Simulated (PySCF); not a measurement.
C3H5O, SMILES CC[C]=O, multiplicity 2. Atoms are numbered in the order given.

```xyz
9

C     -1.7422    -0.0511    -0.2779
C     -0.2773    -0.4472    -0.4542
C      0.7013     0.4787     0.2424
O      1.7914     0.2310     0.6600
H     -2.4034    -0.7237    -0.8582
H     -2.0479    -0.1093     0.7858
H     -1.9165     0.9881    -0.6205
H     -0.0702    -1.4901    -0.1210
H      0.0155    -0.3954    -1.5282
```
Charge 0, spin multiplicity 2.

The structure is a stationary point at PBE-D3(BJ)/def2-SVP. The isomer is the one that the SMILES or the coordinates give; other isomers of the formula were not compared. One conformer was computed; it need not be the lowest.

Two levels are set side by side: PBE/pcH-1 (PySCF) and PBE0/pcH-1 (PySCF). Contact hyperfine couplings, same geometry. Differences are taken from unrounded values.

```json
[
 {"quantity": "A(iso) of 13C, atom C1 (MHz)", "PBE0": "3.9"},
 {"quantity": "A(iso) of 13C, atom C2 (MHz)", "PBE0": "153.3"},
 {"quantity": "A(iso) of 13C, atom C3 (MHz)", "PBE0": "343.1"},
 {"quantity": "A(iso) of 17O, atom O4 (MHz)", "PBE0": "-37.7"},
 {"quantity": "A(iso) of 1H, atom H5 (MHz)", "PBE0": "-1.1"},
 {"quantity": "A(iso) of 1H, atom H6 (MHz)", "PBE0": "0.4"},
 {"quantity": "A(iso) of 1H, atom H7 (MHz)", "PBE0": "-0.4"},
 {"quantity": "A(iso) of 1H, atom H8 (MHz)", "PBE0": "35.3"},
 {"quantity": "A(iso) of 1H, atom H9 (MHz)", "PBE0": "-9.5"}
]
```

Q: What does PBE give, and how far is it from PBE0? (Estimate from the structure and the level; the computed values follow.)

A: 
| quantity | PBE | PBE minus PBE0 |
|---|---|---|
| A(iso) of 13C, atom C1 (MHz) | 6.9 | 3.0 |
| A(iso) of 13C, atom C2 (MHz) | 161.7 | 8.3 |
| A(iso) of 13C, atom C3 (MHz) | 331.1 | -12.0 |
| A(iso) of 17O, atom O4 (MHz) | -27.5 | 10.2 |
| A(iso) of 1H, atom H5 (MHz) | -0.9 | 0.2 |
| A(iso) of 1H, atom H6 (MHz) | 0.4 | 0.0 |
| A(iso) of 1H, atom H7 (MHz) | -0.4 | 0.0 |
| A(iso) of 1H, atom H8 (MHz) | 35.9 | 0.6 |
| A(iso) of 1H, atom H9 (MHz) | -9.0 | 0.5 |

Rough cost on one machine, each run with all the roots and properties that it gave: PBE0 against PBE within a factor of 2.
